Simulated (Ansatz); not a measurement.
The same group exchange along the group B, Al, In.

Computed with Ansatz on PBE0-D4/def2-TZVP structures; ΔE is electronic, products minus reactants. CBS: MP2 limit from def2 TZ/QZ plus the TZ coupled-cluster correction, frozen cores. Elements past krypton have def2 core potentials. For In outer-core shells are correlated without core-valence functions, which leaves a few kJ/mol of doubt a bond. One conformer a species, not always the lowest.

Order these by ΔE at CCSD(T)/CBS, lowest first. (Estimate.)
A. `[F][In]([O][SiH3])[O][SiH3]` + `CC[SiH3]` → `CC([SiH3])[SiH3]` + `[OH][In]([F])[O][SiH3]`
B. `FB(O[SiH3])O[SiH3]` + `CC[SiH3]` → `CC([SiH3])[SiH3]` + `OB(F)O[SiH3]`
C. `[F][Al]([O][SiH3])[O][SiH3]` + `CC[SiH3]` → `CC([SiH3])[SiH3]` + `[OH][Al]([F])[O][SiH3]`

B (+84.8 kJ/mol), A (+98.3 kJ/mol), C (+108.1 kJ/mol).

Largest T1 diagnostic: 0.017, for `[OH][In]([F])[O][SiH3]`.
